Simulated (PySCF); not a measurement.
## Computed properties of CH8FNSi2, SMILES F[Si@H](N)[SiH2]C

CH₈FNSi₂, SMILES [SiH2]([Si@H](F)N)C. Geometry optimised at B3LYP-D3(BJ)/def2-SVP. The structure was generated by enumeration; whether it is a known compound was not checked. One conformer was computed; it need not be the lowest. All values are computed for the isolated molecule unless a solvent is named; none is compared with measurement here.

**Structure.** All 33 harmonic modes at B3LYP-D3(BJ)/def2-SVP (PySCF) are real, so it is a minimum. With heavy atoms numbered as in [CH3:1][SiH2:2][Si@@H:3]([NH2:4])[F:5], the shortest bond between them is Si3–F5 at 1.644 Å and the longest Si2–Si3 at 2.342 Å.

**Vibrations.** The strongest infrared lines (harmonic, unscaled, degenerate partners summed) lie at 852 cm⁻¹ (242 km/mol, H 79 %), 2229 cm⁻¹ (148 km/mol, H 97 %), 934 cm⁻¹ (144 km/mol, H 58 %, Si 24 %, N 13 %). The softest mode is at 44 cm⁻¹ and the zero-point energy is 57.6 kcal/mol.

**Electronic structure.** B3LYP/def2-TZVP (PySCF) places the frontier levels at -7.64 and -0.22 eV, a gap of 7.42 eV, and gives a dipole moment of 2.30 D and a mean polarisability of 73.6 bohr³. PBE/def2-TZVP (PySCF) at the same geometry gives -6.52 and -0.84 eV, so its gap is 1.74 eV narrower. An orbital gap is neither the optical nor the fundamental gap.

**Excitations.** TDA-PBE0/def2-SVPD (PySCF) has S1 at 6.68 eV (186 nm, f = 0.036, weak); the most intense of the 10 singlets computed lies at 8.18 eV (f = 0.14). T1 (TDA) is at 5.80 eV, 0.88 eV under S1. TDA-PBE/def2-SVPD (PySCF) puts S1 at 5.95 eV. No vertical singlet excitation falls in the visible range (under 3.1 eV).

**NMR.** GIAO shifts at PBE0/pcSseg-1 (PySCF) (non-relativistic, atoms alike by connectivity averaged): ¹³C at -8.5 ppm against TMS; ¹H from 0.5 to 5.4 ppm against TMS; ²⁹Si from -76.2 to -0.8 ppm against TMS; ¹⁹F at -153.8 ppm against CFCl3.

**Solvation.** SMD-M06-2X/def2-SVP (PySCF) gives -0.5 kcal/mol in water, -3.6 kcal/mol in chloroform, -3.5 kcal/mol in 1-octanol (1 M in both phases, gas-phase geometry); of these solvents chloroform holds the molecule best.
